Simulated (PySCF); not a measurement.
A structure optimised at PBE0-D3(BJ)/def2-SVP, used in a PySCF frequency run:

```xyz
7

Sn    -0.0138     0.0050     0.0000
O     -0.5829     1.8352     0.0000
H     -1.5413     1.9980     0.0000
O      1.8881    -0.1733     0.0000
H      2.2187    -1.0886     0.0000
O     -1.0513    -1.6155     0.0000
H     -2.0197    -1.5285     0.0000
```
Charge +1, spin multiplicity 1.

### Question
Write its SMILES, formula and point group.

### Answer
[OH][Sn+]([OH])[OH], H3O3Sn, Cs

### Question
What are its rotational constants (standard atomic weights)?

### Answer
5.5423, 4.8527, 2.5873 GHz
